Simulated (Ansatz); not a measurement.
Computed with Ansatz on PBE0-D4/def2-TZVP structures; ΔE is electronic, products minus reactants. CCSD(T)/CBS adds triple-zeta CCSD(T) − MP2 to the extrapolated MP2 energy (def2 sets, frozen cores). This one scheme is used for every species. Functionals use def2-TZVPP. B3LYP here is the variant with VWN-RPA as its local correlation; programs differ in this. HSE06 is defined as in plane-wave codes. Elements past krypton have def2 core potentials. For Sn outer-core shells are correlated without core-valence functions, which leaves a few kJ/mol of doubt a bond.

`[SiH3][Al]([Cl])[SnH3]` + H₂ → `[SiH3][AlH][Cl]` + `[SnH4]`  (hydrogenolysis of the Al–Sn bond)

**Question.** Is it downhill or uphill in electronic energy at CCSD(T)/CBS, and by how much? (Estimate.)

**Answer.** Ansatz gave: Uphill: ΔE = +34.9 kJ/mol.

**Question.** What do these levels give: LDA (SPW92), B3LYP-D4, HSE06-D4, PBE0, B3LYP, HF/def2-SVP, CCSD/def2-SVP, MP2/def2-TZVPP, CCSD/def2-TZVPP, HF/def2-QZVPP, MP2/def2-QZVPP, HF/CBS(def2)? (Best estimate.)

**Answer.** Computed: LDA (SPW92) 33.4, B3LYP-D4 29.0, HSE06-D4 34.7, PBE0 29.0, B3LYP 20.1, HF/def2-SVP -5.9, CCSD/def2-SVP 12.0, MP2/def2-TZVPP 32.9, CCSD/def2-TZVPP 20.9, HF/def2-QZVPP -1.3, MP2/def2-QZVPP 37.7, HF/CBS(def2) -1.4 kJ/mol.

Largest T1 diagnostic among the species: 0.013.

Leaving LDA and LC-ωPBE aside and taking each functional with its dispersion term where it has one, the values, not all of them listed here, spread over 33.6 kJ/mol, from B97M-V to PBE-D4. From PBE to PBE0 (25 % exact exchange), in def2-TZVPP and without D4, ΔE moves by −5.0 kJ/mol. At CCSD(T), def2-SVP lies −19.4 kJ/mol from the extrapolated value and def2-TZVPP −8.9 kJ/mol.
